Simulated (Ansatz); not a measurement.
Input for Ansatz (a quantum-chemistry and plane-wave program): R-CCSD(T)/def2-TZVPP on AlBrH2 (SMILES [AlH2][Br]), a point of a bond scan (R = 2.267 Å). The run froze 19 orbitals, filled d shells among them.

Ansatz 0.2 input:
```yaml
crystal:
  periodic: [false, false, false]
  atoms:
    - {symbol: Al, position_ang: [-0.83541046, -1.29867282, 0.20638148]}
    - {symbol: H, position_ang: [-0.32444596, -2.32948796, 1.27376836]}
    - {symbol: H, position_ang: [-2.12574011, -1.47940621, -0.66846947]}
    - {symbol: Br, position_ang: [0.38030063, 0.59118974, -0.09395023]}
basis:
  gaussian:
    orbitals: def2-TZVPP
    pivot_positions_ang: [[-0.83541046, -1.29867282, 0.20638148], [-0.32444596, -2.32948796, 1.27376836], [-2.12574011, -1.47940621, -0.66846947], [0.38030063, 0.59118974, -0.09395023]]
magnetization: {spin_polarized: false}
correlation: {method: ccsd_t, electrons: outside_noble_gas}
scf: {lower_state_search: off}
output: {orbitals: {seedname: ./end}}
```

Output:

```
WARN ansatz: RAYON_NUM_THREADS=1 ignored (pool sized by the plan → 1); use --threads N
Functional definition: HF
these checks for a lower state are left out or cut short: stability, starts, cluster_reference, orbital_swaps, neighbouring_geometries, increment
integrals: 0.17 GiB planned
792 factors; integrals over basis functions are off by at most 3.3e-4 eV
mean field: 0.30 GiB planned
mean field evaluation 1: about -76614.6511 eV, gradient 1.2e1 eV
mean field evaluation 2: about -76614.7323 eV, gradient 1.3e1 eV
mean field evaluation 4: about -76615.4208 eV, gradient 1.7e0 eV
mean field evaluation 8: about -76615.4345 eV, gradient 8.7e-2 eV
mean field -76615.43450560 eV, -2815.5652862741 hartree, gradient 6.3e-6 eV, S^2 0.000000; 0 other end points of the search recorded, 0 dependent functions left out
19 core orbitals not correlated
reference -76615.43450560 eV, -2815.5652862741 hartree; 6, 6 occupied and 93, 93 virtual orbitals, 792 factors
second order -6.57385002 eV of doubles, -0.00000000 eV of singles
coupled cluster: 0.37 GiB planned
cycle   1  -7.16513250 eV  change   -5.9e-1 eV  update   5.8e-2
cycle   2  -7.38084800 eV  change   -2.2e-1 eV  update   1.9e-2
cycle   3  -7.40168998 eV  change   -2.1e-2 eV  update   6.8e-3
cycle   4  -7.39838634 eV  change    3.3e-3 eV  update   2.2e-3
cycle   5  -7.39807061 eV  change    3.2e-4 eV  update   7.4e-4
cycle   6  -7.39807564 eV  change   -5.0e-6 eV  update   2.4e-4
cycle   7  -7.39807839 eV  change   -2.7e-6 eV  update   7.4e-5
cycle   8  -7.39809995 eV  change   -2.2e-5 eV  update   2.5e-5
cycle   9  -7.39809692 eV  change    3.0e-6 eV  update   7.2e-6
perturbative correction -0.24801233 eV, -0.0091142850 hartree
Total energy: -76623.08061485 eV, -2815.8462756064 hartree
Checks for a lower state left out: stability, starts, cluster_reference, orbital_swaps, neighbouring_geometries, increment
```

Self-consistency was reached.

Cost: very roughly 4 core-seconds.
